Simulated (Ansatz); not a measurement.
Consider the isomerisation: `[SiH3][Si@H]1O[C@@H]1Br` → `C[Si]1(Br)O[SiH2]1`.

Calculated with Ansatz (gas phase, PBE0-D4/def2-TZVP geometries, no zero-point term in ΔE). CCSD(T)/CBS adds triple-zeta CCSD(T) − MP2 to the extrapolated MP2 energy (def2 sets, frozen cores). For Br outer-core shells are correlated without core-valence functions, which leaves a few kJ/mol of doubt a bond. Scalar relativity is left out up to krypton.

```tsv
species	HF/def2-TZVPP energy (Eh)
`[SiH3][Si@H]1O[C@@H]1Br`	-3265.95897
`C[Si]1(Br)O[SiH2]1`	-3266.08723
```

(1) Work out ΔE.

Largest T1 diagnostic among the species: 0.013.

## Answers

(1) ΔE = (-3266.08723) − (-3265.95897) = -0.12826 Eh = -3.49 eV. CCSD(T)/CBS gives -3.44 eV.

From PBE to PBE0 (25 % exact exchange), in def2-TZVPP and without D4, ΔE moves by −0.16 eV. The D4 term adds −0.03 eV with B3LYP and −0.02 eV with PBE0; it sums over pairs of atoms, weighted by their polarisabilities, and B3LYP, whose exchange is more repulsive, gets the larger term.

B3LYP here is the variant with VWN-RPA as its local correlation; programs differ in this.
